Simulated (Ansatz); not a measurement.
System: sum formula SiN2H3F2, charge 0, multiplicity 2. It need not be the lowest isomer of its formula. 
Geometry from a B3LYP-D3(BJ)/def2-TZVP (Ansatz, a program for electronic structure) optimisation:
SMILES: [NH][Si](N)(F)F
```xyz
8

Si    -0.0273     0.0048    -0.0060
F      0.4630    -0.4276    -1.4603
F     -0.7319    -1.2916     0.5912
N     -1.2064     1.2584     0.0826
N      1.3337     0.5275     0.8346
H     -1.6403     1.5769    -0.7831
H      1.2774     1.0411     1.6975
H      2.2735     0.2858     0.5704
```
Charge 0, spin multiplicity 2.

Computed values are from Ansatz. Correlated levels leave the core frozen unless marked. Open shells are spin-unrestricted. Spin-orbit coupling is left out. No relativistic terms. Basis-set limits of correlation are two-point, X^-3; Hartree-Fock from the larger set. The bracket is a focal-point correction in the basis named.

### Question
What is the dipole moment at CCSD(T)/aug-cc-pV(D+d)Z?

### Answer
1.97 D.

### Question
What is the total energy at RI-MP2/CBS(cc-pV(T+d)Z,cc-pV(Q+d)Z)+[CCSD(T)-MP2]/cc-pV(T+d)Z?

### Answer
-599.9982 Eh.

### Question
What is the atomisation energy De at RI-MP2/CBS(cc-pV(T+d)Z,cc-pV(Q+d)Z)+[CCSD(T)-MP2]/cc-pV(T+d)Z?

### Answer
729.1 kcal/mol.

### Question
What is the T1 diagnostic at CCSD/cc-pV(T+d)Z?

### Answer
0.012.
